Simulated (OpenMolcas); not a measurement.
# Ag⁷⁺: effect of the active space

```json
{
  "Program": "OpenMolcas",
  "Method": "SS-CASPT2 or its RAS form, IPEA 0.25 Eh, imaginary shift 0.1 Eh",
  "Basis": "ANO-RCC-VQZP",
  "Scalar Hamiltonian": "DKH2, point nucleus",
  "Spin-orbit coupling": "state interaction with AMFI integrals over the reference wave functions, term energies averaged over their components"
}
```

A. 4 electrons in 5 orbitals (4d); 2S+1 = 5 even, 5 roots; 2S+1 = 3 even, 45 roots; 2S+1 = 1 even, 50 roots; closed shells correlated: 4s 4p; CASPT2 step about 50 core-seconds
B. 10 electrons in 8 orbitals (RAS1 4p, at most 2 holes; RAS2 4d); 2S+1 = 5 even, 5 roots; 2S+1 = 3 even, 45 roots; 2S+1 = 1 even, 49 roots; closed shells correlated: 4s; CASPT2 step roughly 2.4 core-minutes
C. 4 electrons in 10 orbitals (4d 5d); 2S+1 = 5 even, 5 roots; 2S+1 = 3 even, 45 roots; 2S+1 = 1 even, 49 roots; closed shells correlated: 4s 4p; CASPT2 step about 25 core-minutes

Energies in cm⁻¹ above 4d⁴ ⁵D₀, the measured ground level; measured values from Atoms 5, 11 (2017), spectra Ag VII to Ag IX.

| Level | A | B | C | Measured |
| --- | --- | --- | --- | --- |
| 4d⁴ ⁵D₀ | 0.0 | 0.0 | 0.0 | 0.0 |
| 4d⁴ ⁵D₁ | 1201 | 1225 | 1199 | 1340 |
| 4d⁴ ⁵D₂ | 2950 | 3010 | 2950 | 3212 |
| 4d⁴ ⁵D₃ | 4930 | 5020 | 4940 | 5292 |
| 4d⁴ ⁵D₄ | 7010 | 7140 | 7040 | 7443 |
| 4d⁴ ³P₀(1) | 21810 | 22190 | 21810 | 21309 |
| 4d⁴ ³H₄ [70 %] | 24130 | 24180 | 24100 | 23302 |
| 4d⁴ ³P₁(1) | 26750 | 27280 | 26760 | 26526 |
| 4d⁴ ³H₅ | 26860 | 26980 | 26860 | 26250 |
| 4d⁴ ³F₂(1) | 28570 | 28890 | 28610 | 28051 |
| 4d⁴ ³H₆ | 28740 | 28820 | 28770 | 28185 |
| 4d⁴ ³F₄(1) [52 %] | 29980 | 30350 | 30030 |  |
| 4d⁴ ³P₂(1) | 32460 | 33160 | 32510 | 32134 |
| 4d⁴ ³F₃(1) [51 %] | 33420 | 33920 | 33460 |  |
| 4d⁴ ³G₄ [59 %] | 33540 | 33980 | 33580 | 32698 |
| 4d⁴ ³G₅ | 35600 | 35960 | 35670 | 35077 |
| 4d⁴ ³D₃ | 38110 | 38640 | 38120 | 36879 |
| 4d⁴ ³D₂ [70 %] | 39250 | 39640 | 39240 | 38402 |
| 4d⁴ ³D₁ | 40160 | 40690 | 40130 | 39191 |
| 4d⁴ ¹I₆ | 40650 | 40540 | 40700 | 39744 |
| 4d⁴ ¹G₄(1) [73 %] | 43800 | 44380 | 43890 | 43104 |
| 4d⁴ ¹D₂(1) | 49920 | 50240 | 49980 |  |
| 4d⁴ ¹F₃ | 53690 | 53990 | 53800 | 52004 |
| 4d⁴ ³P₂(2) | 61060 | 61230 | 61140 |  |

Deviations, from unrounded energies. A percentage is the sum of absolute deviations over the sum of measured energies, with the sign that they share, or ± where signs differ.

```tsv
Against measurement	Levels	A	B	C
mean absolute deviation (cm-1)	19	660	910	680
fine structure of the ground term (%)	4	-6.9	-5.1	-6.6
other terms of the ground configuration (%)	15	+2.2	+3.3	+2.3
```

A, C lie about equally close to measurement and B furthest from it. The largest miss of A in the table is 4d⁴ ¹F₃, by +1700 cm-1. The ranking rests on the paired levels alone, and a cruder setting can come out closer through cancelling errors.

The spin-orbit steps hold different terms of 4d⁴ (B lacks a ¹S; C lacks a ¹S), which shifts levels as well.

The two smallest mean deviations differ by little beside CASPT2's spread within terms, so their order carries little weight.

Among A to C the level of the table that moves most is 4d⁴ ³P₂(1), by 700 cm-1 (lowest in A, highest in B). Moves below CASPT2's spread within the term are not significant.

Term energies are means over components that CASPT2 splits; among the terms shown or strongly mixed into the levels shown the widest spread is 250 cm-1 (4d⁴ ¹G(1), A). Active for correlation alone: 4p; no level in the range computed is led by a configuration that opens it, so any true level of that kind is missing (holds for B). Active for correlation alone: 5d; no level in the range computed is led by a configuration that fills it, so any true level of that kind is missing (holds for C). Measured partners are found by configuration, term and J. A level has none where our copy of the source lacks it or the pairing is in doubt (some pairs that miss far off the trend of their configuration count as doubtful), and it then counts in no deviation. Levels of configurations outside the active space are missing. Levels that lie high or do not pair safely by name in every column are left out.

A share in square brackets marks a mixed level and gives the weight of the term that names it, the lowest over the columns. A number in round brackets counts repeated terms of one configuration in the order of the reference energies.
